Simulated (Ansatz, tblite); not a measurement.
Cost and result up the ladder for Sn(OH)H3 (SnOH4) (6 atoms). Total charge 0; singlet. Geometry: PBE0-D4/def2-TZVP.

```xyz
6

Sn    0.0619   -0.4811   -0.0988
O    -0.7213    1.3023    0.1951
H    -0.0706    1.9679    0.4281
H     0.8241   -0.9830    1.3464
H     1.1928   -0.3723   -1.3757
H    -1.2870   -1.4338   -0.4951
```

Ansatz on 4 threads of Intel Xeon on a shared host; xTB runs through tblite on one thread. Times are rough, summed over both states, and most runs start from the orbitals of an earlier one. PBE0-D4/def2-TZVP serves as the yardstick here, not as an exact answer. The other state is a triplet.

In the def2 sets Sn takes a core potential; there is no spin–orbit coupling. The xTB rows come from tblite.

xTB has no spin-polarisation term.

```tsv
level	functions	wall time	vertical triplet (eV)	difference from PBE0-D4/def2-TZVP (eV)
GFN2-xTB	17	0.026 s	6.25	0.61
GFN1-xTB	21	0.038 s	7.39	1.74
PBE-D4/def2-TZVP (with forces)	105	6.7 s	5.32	-0.32
r2SCAN-D4/def2-TZVP	105	10 s	5.53	-0.12
PBE0-D4/def2-TZVP	105	10 s	5.65	0.00
```
